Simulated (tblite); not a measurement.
Compound: C4H9BrSi3.
SMILES with atom numbers: `[CH:1]#[C:2][C@@H:3]1[SiH2:4][CH2:5][SiH2:6][Si@H:7]1[Br:8]` (hydrogens: H9 on C1; H10 on C3; H11, H12 on Si4; H13, H14 on C5; H15, H16 on Si6; H17 on Si7)

Computed with GFN2-xTB (tblite), gas phase: L-BFGS steps from a force-field or distance-geometry start until the largest atomic force falls under 0.01 eV/Å.

Step 4: E = -608.5536 eV
```
atom  x, y, z in Å  |  force x, y, z in eV/Å
C1      2.7955    1.1854   -1.7475    0.467   0.281  -0.467
C2      2.0429    0.7086   -0.9564   -0.358  -0.413   0.608
C3      1.0793    0.1960   -0.0308   -0.281  -0.260  -0.175
Si4     0.0649   -1.2803   -0.7546    0.115   0.122   0.072
C5     -1.3612   -1.5612    0.4785    0.037   0.159  -0.037
Si6    -1.7077    0.0465    1.4337   -0.101   0.004   0.079
Si7    -0.3295    1.4450    0.2711   -0.064  -0.006   0.085
Br8     0.4821    3.1302    1.4739    0.024   0.232  -0.098
H9      3.4824    1.5862   -2.4266    0.065   0.044  -0.076
H10     1.5448   -0.0977    0.9243    0.006   0.125  -0.319
H11    -0.4614   -0.8216   -2.0445    0.005  -0.085  -0.037
H12     0.8580   -2.4810   -0.8624    0.280  -0.298  -0.117
H13    -1.1080   -2.3704    1.1587   -0.064  -0.040  -0.007
H14    -2.2564   -1.8663   -0.0536   -0.020  -0.128  -0.046
H15    -1.1489   -0.1100    2.7677   -0.175  -0.045   0.355
H16    -3.1043    0.4542    1.3812   -0.158  -0.075   0.163
H17    -0.8796    1.8482   -1.0225    0.221   0.383   0.015
```

Step 5: E = -608.6150 eV
```
atom  x, y, z in Å  |  force x, y, z in eV/Å
C1      2.7943    1.1844   -1.7450    0.533   0.319  -0.549
C2      2.0663    0.6937   -0.9387   -0.613  -0.288   0.311
C3      1.0597    0.1916   -0.0503    0.062  -0.080  -0.119
Si4     0.0693   -1.2959   -0.7591    0.217  -0.111  -0.029
C5     -1.3620   -1.5485    0.4768   -0.084  -0.211   0.000
Si6    -1.7187    0.0496    1.4533   -0.051  -0.025   0.079
Si7    -0.3396    1.4511    0.2795    0.007  -0.004   0.016
Br8     0.4850    3.1528    1.4653   -0.001   0.128  -0.130
H9      3.4810    1.5876   -2.4291    0.009  -0.025   0.061
H10     1.5495   -0.0835    0.8882   -0.072  -0.052   0.062
H11    -0.4611   -0.8261   -2.0475    0.025  -0.146  -0.007
H12     0.8857   -2.5089   -0.8735   -0.009   0.088  -0.058
H13    -1.1158   -2.3720    1.1527   -0.037   0.126  -0.042
H14    -2.2547   -1.8822   -0.0576    0.105   0.067   0.031
H15    -1.1642   -0.1139    2.8013   -0.243  -0.021   0.128
H16    -3.1247    0.4491    1.3952   -0.029  -0.100   0.165
H17    -0.8569    1.8830   -1.0213    0.181   0.333   0.080
```

Step 6: E = -608.6297 eV
```
atom  x, y, z in Å  |  force x, y, z in eV/Å
C1      2.7955    1.1850   -1.7460    0.243   0.125  -0.237
C2      2.0717    0.6877   -0.9342   -0.393  -0.053  -0.098
C3      1.0536    0.1894   -0.0585    0.124  -0.034  -0.035
Si4     0.0736   -1.3041   -0.7616    0.146  -0.111  -0.024
C5     -1.3635   -1.5470    0.4761   -0.026  -0.169  -0.010
Si6    -1.7235    0.0502    1.4619   -0.014  -0.064   0.029
Si7    -0.3432    1.4535    0.2827    0.036  -0.023  -0.006
Br8     0.4861    3.1629    1.4601   -0.009   0.088  -0.138
H9      3.4814    1.5881   -2.4296    0.045  -0.015   0.051
H10     1.5500   -0.0793    0.8764   -0.100  -0.101   0.162
H11    -0.4606   -0.8300   -2.0487    0.034  -0.169   0.005
H12     0.8956   -2.5177   -0.8784   -0.058   0.145  -0.043
H13    -1.1191   -2.3708    1.1499   -0.011   0.094   0.009
H14    -2.2526   -1.8869   -0.0586    0.068   0.096   0.012
H15    -1.1735   -0.1156    2.8153   -0.256  -0.014   0.061
H16    -3.1327    0.4457    1.4028    0.008  -0.104   0.162
H17    -0.8459    1.9007   -1.0195    0.162   0.309   0.101
```

Step 7: E = -608.6473 eV
```
atom  x, y, z in Å  |  force x, y, z in eV/Å
C1      2.7984    1.1860   -1.7483   -0.116  -0.117   0.148
C2      2.0724    0.6824   -0.9352   -0.080   0.205  -0.517
C3      1.0489    0.1856   -0.0674    0.138   0.027   0.068
Si4     0.0805   -1.3140   -0.7641    0.008  -0.069  -0.003
C5     -1.3647   -1.5475    0.4749    0.068  -0.046  -0.021
Si6    -1.7286    0.0491    1.4710    0.032  -0.096  -0.039
Si7    -0.3463    1.4553    0.2860    0.063  -0.048  -0.021
Br8     0.4870    3.1756    1.4516   -0.016   0.042  -0.139
H9      3.4836    1.5889   -2.4300    0.092   0.007   0.018
H10     1.5484   -0.0770    0.8672   -0.110  -0.130   0.206
H11    -0.4592   -0.8379   -2.0497    0.043  -0.185   0.012
H12     0.9054   -2.5247   -0.8846   -0.064   0.142  -0.030
H13    -1.1228   -2.3683    1.1479    0.023   0.012   0.081
H14    -2.2496   -1.8902   -0.0599    0.000   0.099  -0.028
H15    -1.1889   -0.1178    2.8317   -0.255  -0.010  -0.003
H16    -3.1410    0.4399    1.4145    0.038  -0.104   0.150
H17    -0.8305    1.9264   -1.0154    0.137   0.270   0.117
```

Task: Estimate the geometry and energy of step 8. (The exact step hangs on the optimiser's Hessian estimate; all steps are aligned on step 7, rigid shifts and turns removed.)

Result: E = -608.6727 eV, largest force 0.979 eV/Å
```
atom  x, y, z in Å  |  force x, y, z in eV/Å
C1      2.8036    1.1870   -1.7520   -0.475  -0.354   0.513
C2      2.0661    0.6781   -0.9459    0.270   0.433  -0.835
C3      1.0455    0.1795   -0.0778    0.105   0.117   0.168
Si4     0.0905   -1.3269   -0.7667   -0.181   0.006   0.025
C5     -1.3642   -1.5491    0.4726    0.156   0.097  -0.015
Si6    -1.7348    0.0451    1.4815    0.083  -0.099  -0.109
Si7    -0.3485    1.4559    0.2899    0.082  -0.056  -0.037
Br8     0.4878    3.1940    1.4363   -0.020  -0.017  -0.126
H9      3.4896    1.5903   -2.4303    0.125   0.028  -0.018
H10     1.5430   -0.0774    0.8602   -0.084  -0.133   0.187
H11    -0.4562   -0.8537   -2.0510    0.045  -0.188   0.005
H12     0.9173   -2.5308   -0.8940   -0.035   0.084  -0.015
H13    -1.1270   -2.3647    1.1476    0.057  -0.092   0.147
H14    -2.2458   -1.8918   -0.0624   -0.067   0.086  -0.071
H15    -1.2168   -0.1210    2.8543   -0.233  -0.008  -0.075
H16    -3.1510    0.4290    1.4345    0.067  -0.100   0.121
H17    -0.8062    1.9686   -1.0068    0.103   0.197   0.136
```

The energy changes by -0.0254 eV. The first-order estimate −F·Δx gives -0.0339 eV and the mean of the old and new forces, exact on a quadratic surface, -0.0254 eV. The step makes an angle of 62° with the force vector and moves no atom by more than 0.049 Å.

What follows is the cost of the whole relaxation. Hardware: one thread of an Arm Neoverse V1, shared host with 32 logical CPUs at a one-minute load of 20. Cost: 1.6 s.
